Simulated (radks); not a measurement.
The indium ion In10+, configuration [Kr] 4d3. Method: scalar-relativistic Kohn-Sham, BLYP, spin-polarised, spherical densities, finite nucleus; open shells are filled with parallel spins first (spin-orbit coupling, left out, can overturn this in heavy ions); Fermi nuclear charge, rms radius 4.6156 fm; computed with a radial shooting solver on a logarithmic mesh with Libxc functionals. Some entries of the table are withheld. Estimate them.

orbital  occ.  eigenvalue (eV)  <1/r> (bohr^-1)  <r> (bohr)
1s up       1        -27957.24            51.85     0.02971
1s down     1        -27957.23            51.85     0.02971
2s up       1        -4358.039            11.82      0.1285
2s down     1        -4356.979            11.82      0.1285
2p up       3        -3932.696            11.38      0.1121
2p down     3        -3931.882            11.38      0.1121
3s up       1        -984.6851            4.191      0.3480
3s down     1        -984.1478            4.191      0.3479
3p up       3        -845.4801            3.994      0.3462
3p down     3        -844.8666            3.994      0.3461
3d up       5        -630.0320            3.769      0.3227
3d down     5        -629.0884            3.769      0.3226
4s up       1              (1)              (2)      0.8069
4s down     1              (3)              (4)      0.8061
4p up       3        -257.8938            1.600      0.8528
4p down     3        -253.8717            1.602      0.8529
4d up       3        -190.8694            1.396      0.9419
4d down     0        -186.9442            1.394      0.9452

Answer. 
(1) 4s up eigenvalue (eV): -302.2976
(2) 4s up <1/r> (bohr^-1): 1.724
(3) 4s down eigenvalue (eV): -298.3156
(4) 4s down <1/r> (bohr^-1): 1.727
